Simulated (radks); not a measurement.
Excited configurations of Sc13+: one electron is placed in a higher orbital outside [He] 2s2 2p3. The ground configuration is [He] 2s2 2p4. All-electron calculation, scalar-relativistic Kohn-Sham, PBEsol, spin-polarised, spherical densities, point nucleus; open shells are filled with parallel spins first. Program: a radial shooting solver on a logarithmic mesh with Libxc functionals. Excitation = E - E(ground); binding = E(ion) - E, where the ion is the core of charge +14; n* = 14/sqrt(2 binding) in atomic units. These energies are relativistic, and a one-electron ion of charge +14 with no core already has n* below n in this formula (scalar-relativistic equation, point nucleus: 3s 2.996, 3d 2.999, 4p 3.997, 5f 4.999, 6s 5.995, 6f 5.999, 7s 6.995, 7d 6.998).

| outer orbital | excitation (eV) | binding (eV) | n* | eigenvalue (eV) | <r> (bohr) |
|---|---|---|---|---|---|
| 3s | 468.67 | 360.72 | 2.719 | -348.70 | 0.7991 |
| 3d | 517.21 | 312.18 | 2.923 | -297.17 | 0.6968 |
| 4p | 644.19 | 185.20 | 3.795 | -179.08 | 1.484 |
| 5f | 721.02 | 108.37 | 4.961 | -104.30 | 2.215 |
| 6s | 747.03 | 82.360 | 5.690 | -80.014 | 3.489 |
| 6f | 753.82 | 75.571 | 5.940 | -73.025 | 3.371 |
| 7s | 769.60 | 59.791 | 6.678 | -58.133 | 4.809 |
| 7d | 772.72 | 56.673 | 6.860 | -54.983 | 4.860 |

The Delta-SCF ionisation energy is 829.39 eV (NIST Atomic Spectra Database: 833 eV, semi-empirical). Self-interaction in the functional shifts the binding energies and quantum defects, so they are the method's values and not measured ones. Open shells are spherical and high-spin; term and fine-structure splittings are not resolved.
